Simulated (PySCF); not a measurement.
# Peak assignment

Numbering as in the mapped SMILES `[CH3:1][Si@@H:2]1[SiH2:3][SiH2:4][Si@@H:5]1[Cl:6]`. Each H is labelled by its parent atom. Ha(Si3), Ha(Si4) are cis to C1 on the ring; Hb(Si3), Hb(Si4) are trans to C1 on the ring.

- PBE0/pcSseg-1 with gauge-including orbitals
- coordinates at the GFN2-xTB level
- code: PySCF 2.14.0 with density-fitted response routines
- a single conformation, relativity neglected, gas phase, fast rotation and ring inversion assumed for equivalent nuclei

Shifts are taken against calculated references (same method and geometry level): ¹H (31.72 ppm) against TMS.

Problem. Assign these signals to the numbered atoms. ¹H NMR (400 MHz, computed): δ 6.29 (m, 1H), 4.91 (m, 1H), 4.29 (m, 1H), 4.22 (m, 1H), 4.00 (m, 1H), 3.96 (m, 1H), 0.56 (d, 3H).

Solution. 
6.29 → H(Si5), hydrogen on a silicon bonded to Cl, 2 Si, in a 4-membered ring
4.91 → H(Si2), hydrogen on a silicon bonded to C, 2 Si, in a 4-membered ring
4.29 → Ha(Si4), hydrogen on a silicon bonded to 2 Si, in a 4-membered ring
4.22 → Hb(Si4), hydrogen on a silicon bonded to 2 Si, in a 4-membered ring
4.00 → Ha(Si3), hydrogen on a silicon bonded to 2 Si, in a 4-membered ring
3.96 → Hb(Si3), hydrogen on a silicon bonded to 2 Si, in a 4-membered ring
0.56 → H(C1), hydrogen on a methyl carbon bonded to Si: an electropositive neighbour shields it, as in TMS itself

Ha(Si4) and Hb(Si4); Ha(Si3) and Hb(Si3) lie closer than the usual error of such a calculation, so a measured spectrum could show them in the other order.

No couplings were computed; multiplicities are counted from neighbouring protons, with m where these are inequivalent, close in shift, in a saturated or five-membered ring or joined by F or P, and br s for small geminal =CH2 splittings.
